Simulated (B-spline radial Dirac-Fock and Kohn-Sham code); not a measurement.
**Electron momentum distribution of Re⁵⁵⁺: Compton profiles**

System: rhenium as Re⁵⁵⁺, [Ar] 3d2.

Input of the calculation (task.json; shells as n, l, electrons):

```json
{"items": [{
  "Z": 75,
  "q": 55,
  "cfg": [[1, 0, 2], [2, 0, 2], [2, 1, 6], [3, 0, 2], [3, 1, 6], [3, 2, 2]],
  "A": 187,
  "rrms": 5.3698,
  "do": ["scatter"],
  "s": [0.0, 0.05, 0.1, 0.15, 0.2, 0.25, 0.3, 0.35, 0.4, 0.45, 0.5, 0.6, 0.7, 0.8, 0.9, 1.0, 1.1, 1.2, 1.4, 1.6, 1.8, 2.0, 2.5, 3.0, 3.5, 4.0, 5.0, 6.0],
  "pz": [0, 0.1, 0.14, 0.2, 0.27, 0.38, 0.53, 0.74, 1.0, 1.4, 2.0, 2.8, 4.0, 5.5, 7.7, 11.0, 15.0, 21.0, 29.0, 41.0, 57.0],
  "hv_scatter": [1000, 2000, 17479.3, 20000, 30000, 50000, 200000, 1000000]
}]}
```

Run with: `python xray_run.py task.json out`

Level of theory: the impulse approximation on relativistic Hartree-Fock (Dirac-Fock) wave functions, averaged over the configuration; a radial finite-basis atomic code. pz is in atomic units of momentum; subshell profiles are per electron, for a selection of subshells; open shells are spread over both j values by their weights.

```
  pz  J total  J 1s1/2   J 3p3/2   J 3d3/2   J 3d5/2
   0   0.6634  0.00997    0.0446    0.0288    0.0293
0.74   0.6612  0.00997    0.0446    0.0288    0.0293
   1   0.6594  0.00996    0.0446    0.0288    0.0293
 1.4   0.6556  0.00996    0.0446    0.0288    0.0293
   2   0.6476  0.00995    0.0445    0.0288    0.0293
 2.8   0.6326  0.00993    0.0441    0.0288    0.0293
   4   0.6013  0.00990    0.0429    0.0287    0.0293
 5.5   0.5496  0.00983    0.0396    0.0286    0.0291
 7.7   0.4587  0.00970    0.0313    0.0276    0.0281
  11   0.3261  0.00943    0.0165    0.0239    0.0241
  15   0.2153  0.00901   0.00554    0.0166    0.0164
  21   0.1311  0.00820   0.00223   0.00719   0.00688
  29  0.07420  0.00697   0.00198   0.00190   0.00173
  41  0.03315  0.00511  0.000861  0.000264  0.000225
  57  0.01349  0.00314  0.000205  2.73e-05  2.10e-05
```

J(0) = 0.6634. The 3p3/2 subshell gives the largest part, 27 %.

Mean momentum ⟨p⟩ by subshell (a.u.): 1s1/2 78.6, 2s1/2 28.4, 2p1/2 37.3, 2p3/2 32.9, 3s1/2 15.5, 3p1/2 18.3, 3p3/2 17.1, 3d3/2 20.4, 3d5/2 19.9.
